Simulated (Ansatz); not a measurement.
Start from `O[SiH2][CH2][GeH3]` and change one atom or group to get `O[SiH2][CH2][GeH2][OH]`.

Ansatz, PBE0-D4/def2-TZVP geometries, multiplicity 1. Each molecule was computed in one conformer, which needn't be the lowest.

Scalar relativity is left out up to krypton.

```json
{"property": "size of the dipole moment (ωB97M-V/def2-TZVPP) / D", "`O[SiH2][CH2][GeH3]`": "1.78"}
{"property": "HOMO energy (B3LYP/def2-TZVPP) / eV", "`O[SiH2][CH2][GeH3]`": "-8.08"}
{"property": "size of the dipole moment (B3LYP/def2-TZVPP) / D", "`O[SiH2][CH2][GeH3]`": "1.79"}
{"property": "HOMO–LUMO gap (PBE/def2-TZVPP) / eV", "`O[SiH2][CH2][GeH3]`": "6.31"}
{"property": "HOMO–LUMO gap (ωB97M-V/def2-TZVPP) / eV", "`O[SiH2][CH2][GeH3]`": "12.27"}
{"property": "LUMO energy (ωB97M-V/def2-TZVPP) / eV", "`O[SiH2][CH2][GeH3]`": "1.78"}
```

Problem. What does the change do to each property? (An estimate is asked.)

Solution. The calculation gave: 
```csv
property,`O[SiH2][CH2][GeH2][OH]`,shift
size of the dipole moment (ωB97M-V/def2-TZVPP) / D,3.21,1.43
HOMO energy (B3LYP/def2-TZVPP) / eV,-8.00,0.08
size of the dipole moment (B3LYP/def2-TZVPP) / D,3.16,1.37
HOMO–LUMO gap (PBE/def2-TZVPP) / eV,5.79,-0.52
HOMO–LUMO gap (ωB97M-V/def2-TZVPP) / eV,12.11,-0.16
LUMO energy (ωB97M-V/def2-TZVPP) / eV,1.58,-0.20
```

With PBE0 the HOMO rises by 0.06 eV and the LUMO falls by 0.30 eV, so the gap narrows by about 0.36 eV. PBE moves the HOMO by 0.22 eV and ωB97M-V by -0.04 eV. Dipoles are sizes alone; their direction can turn.

B3LYP here is the variant with VWN-RPA as its local correlation; programs differ in this.
